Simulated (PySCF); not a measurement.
**Sn(2+): ionisation energy**

Sn(2+) [Kr] 4d10 5s2 (1S) → Sn(3+) [Kr] 4d10 5s1 (2S), as a difference of total energies. All numbers are calculated (PySCF 2.14, the non-relativistic Hamiltonian (point nucleus), in dyall-av2z). Correlated levels: valence: [Kr] 4d10 frozen; virtual orbitals above 40 to 60 times the deepest correlated orbital energy dropped. The calculations carry no spin-orbit coupling.

Task: Order these methods by the ionisation energy they give, lowest first.
A. SCS-MP2 (valence)
B. MP2 (valence)
C. CCSD (valence)
D. UHF

Result: D (27.410 eV), B (28.070 eV), A (28.202 eV), C (28.377 eV).

These non-relativistic numbers lack the scalar-relativistic shift.

With two correlated electrons CCSD is exact in that space.

For comparison: 30.506 eV (measured; NIST Atomic Spectra Database, ionization energies).
